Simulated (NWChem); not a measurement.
Species: H₂PO₄ anion

```xyz
7

O     -1.0258    -0.8757    -0.8429
P      0.0000     0.0000    -0.1584
O      1.0258     0.8757    -0.8429
O      0.8572    -0.9751     0.9157
O     -0.8572     0.9751     0.9157
H      1.7365    -0.5840     0.9836
H     -1.7365     0.5840     0.9836
```
Atoms are numbered in this order, from 1.

Results from NWChem. Pople sets run with spherical d functions. Sets without diffuse functions describe the anion's extra electron poorly. The geometry was optimised at B3LYP/def2-SVPD. Not confirmed as a minimum by frequencies. Atomic charges in e: unrestrained fits to the electrostatic potential beside Mulliken populations; buried atoms are poorly determined by the fit.

For level Hartree-Fock/6-31G*:

| Property | Result |
|---|---|
| Mulliken O1 | -0.87 |
| ESP P2 | 1.54 |
| Mulliken P2 | 1.65 |
| Mulliken O3 | -0.87 |
| Mulliken O4 | -0.90 |
| Mulliken O5 | -0.90 |

**Question.** How do the values read with level B3LYP/def2-SVP instead?

**Answer.** 
- Mulliken O1: -0.64
- ESP P2: 1.36
- Mulliken P2: 0.91
- Mulliken O3: -0.64
- Mulliken O4: -0.45
- Mulliken O5: -0.45
